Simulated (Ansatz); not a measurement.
Reaction (formal hydrolysis of a C–Sn bond): `[SnH3][CH2][SnH3]` + H₂O → `O[CH2][SnH3]` + `[SnH4]`

Gas-phase electronic energies from Ansatz, PBE0-D4/def2-TZVP geometries. CCSD(T)/CBS is the MP2 limit (def2-TZVPP, def2-QZVPP) plus CCSD(T) − MP2 in def2-TZVPP, frozen cores. This one scheme is used for every species. def2 core potentials past Kr. For Sn outer-core shells are correlated without core-valence functions, which leaves a few kJ/mol of doubt a bond. Each species was taken in one conformer, which may not be the lowest.

```
            species  CCSD/def2-TZVPP energy (Eh)
`[SnH3][CH2][SnH3]`                   -470.07984
                H₂O                    -76.32939
     `O[CH2][SnH3]`                   -330.35702
           `[SnH4]`                   -216.01263
```

Work out ΔE.

ΔE = (-330.35702) + (-216.01263) − (-470.07984) − (-76.32939) = 0.03958 Eh = +24.8 kcal/mol. CCSD(T)/CBS gives +27.5 kcal/mol.

Largest T1 diagnostic among the species: 0.013.

In def2-TZVPP, CCSD(T) changes the Hartree–Fock value by +5.0 kcal/mol (the triples alone add +0.6 kcal/mol) and MP2 by +8.4 kcal/mol. Leaving LDA and LC-ωPBE aside and taking each functional with its dispersion term where it has one, the values, not all of them listed here, spread over 4.9 kcal/mol, from BLYP-D4 to PBE-QIDH. The D4 term adds +1.9 kcal/mol with B3LYP and +1.1 kcal/mol with PBE0; it sums over pairs of atoms, weighted by their polarisabilities, and B3LYP, whose exchange is more repulsive, gets the larger term.

B3LYP here is the variant with VWN-RPA as its local correlation; programs differ in this.
